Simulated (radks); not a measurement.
Results of a calculation; reference values are marked as such.
Fractional charge and spin in the 4d shell of cadmium: the spin-up occupation runs from 4 to 5 and the spin-down occupation from 4 to 5; the fullest corner is Cd, [Kr] 5s2 4d(up 5, down 5). Code: a radial shooting solver on a logarithmic mesh with Libxc functionals. Model: scalar-relativistic Kohn-Sham, PBEsol, spin-polarised, spherical densities, finite nucleus; Fermi nuclear charge, rms radius of each element as measured or else 0.836 A^(1/3) + 0.57 fm. Energy (eV) minus the two flat planes that join the four corners (they meet along the diagonal where the two added fractions sum to one electron); zero is where a piecewise linear energy would lie.

down \ up       4     4.5       5
4           0.000  -1.788   0.000
4.5        -1.788   0.185  -1.560
5           0.000  -1.560   0.000

Corners above the fullest one (they belong to Cd+ and the next ion): (up 5, down 4) 17.790 eV, (up 4, down 5) 17.790 eV, (up 4, down 4) 49.744 eV. With half an added electron in each spin the energy lies 0.185 eV from the planes, and with half an added electron in spin up alone -1.788 eV. The planes are only a guide here: the flat-plane condition holds for ground states with one frontier orbital, while this shell lies below other occupied shells, so the corners above the fullest one are inner-hole states and not the ground states of those ions.
